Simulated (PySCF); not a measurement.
CdCl₂, SMILES [Cl][Cd][Cl].

The structure is a stationary point at B3LYP-D3(BJ)/def2-TZVP. The isomer is the one that the SMILES or the coordinates give; other isomers of the formula were not compared. The def2 effective core potentials stand for the cores of Cd; spin–orbit coupling is left out.

The numbers are results of TDDFT-CAM-B3LYP/def2-SVPD run with PySCF, not measurements.

Vertical excitations; the highest root listed may be one member of a degenerate set.  State labels are in the subgroup D2h.

| state | symmetry | energy (eV) | λ (nm) | f | main pairs |
|---|---|---|---|---|---|
| S1 | B2g | 5.30 | 234 | 0.000 | HOMO−1→LUMO (degenerate set) |
| S2 | B3g | 5.30 | 234 | 0.000 | HOMO→LUMO (degenerate set) |
| S3 | B3u | 5.77 | 215 | 0.037 | HOMO−2→LUMO (degenerate set) |
| S4 | B2u | 5.77 | 215 | 0.037 | HOMO−3→LUMO (degenerate set) |
| S5 | B1u | 6.84 | 181 | 0.136 | HOMO−4→LUMO 59 %, HOMO→LUMO+1 20 %, HOMO−1→LUMO+2 20 % |
| S6 | Au | 7.13 | 174 | 0.000 | HOMO−1→LUMO+1 49 %, HOMO→LUMO+2 49 % |
| S7 | B1u | 7.15 | 173 | 0.000 | HOMO−1→LUMO+2, HOMO→LUMO+1 (degenerate set) |
| S8 | Au | 7.15 | 173 | 0.000 | HOMO→LUMO+2, HOMO−1→LUMO+1 (degenerate set) |
| S9 | Ag | 7.32 | 169 | 0.000 | HOMO−5→LUMO 65 %, HOMO−3→LUMO+1 16 %, HOMO−2→LUMO+2 16 % |
| S10 | B1g | 7.53 | 165 | 0.000 | HOMO−2→LUMO+1 49 %, HOMO−3→LUMO+2 49 % |
| T1 | B2g | 4.96 | 250 | 0 | HOMO−1→LUMO (degenerate set) |
| T2 | B3g | 4.96 | 250 | 0 | HOMO→LUMO (degenerate set) |
| T3 | B3u | 5.36 | 231 | 0 | HOMO−2→LUMO (degenerate set) |
| T4 | B2u | 5.36 | 231 | 0 | HOMO−3→LUMO (degenerate set) |
Triplets are in the Tamm–Dancoff approximation, which puts them higher than full response would, so one can lie above its singlet here.
